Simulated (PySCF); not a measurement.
## Tc+: interval between two levels

Tc+ [Kr] 4d5 5s1 [7S3, M_J = 3] → Tc+ [Kr] 4d4 5s2 [5D4, M_J = 4], as a difference of total energies. Calculation: PySCF 2.14, in x2c-SVPall-2c with one added diffuse shell each of s, p, d type (7s9p7d1f, 76 functions); the two-component X2C-1e Hamiltonian. Correlated levels: [Ar] 3d10 frozen; the 6 highest virtual spinors dropped. "Screened" scales the spin-orbit matrix elements by Boettger's factors to mimic the two-electron term; Breit and QED terms are absent.

```tsv
method	interval between two levels (cm⁻¹)
GHF (spin-free)	53206
GMP2 (spin-free)	48154
GHF (screened spin-orbit)	54123
GMP2 (screened spin-orbit)	49099
```

The labels give the starting determinants; with spin-orbit coupling the two ends relaxed to ⟨J²⟩ = 12.00, ⟨L²⟩ = 0.02, ⟨S²⟩ = 11.99 and ⟨J²⟩ = 20.12, ⟨L²⟩ = 6.19, ⟨S²⟩ = 5.98.
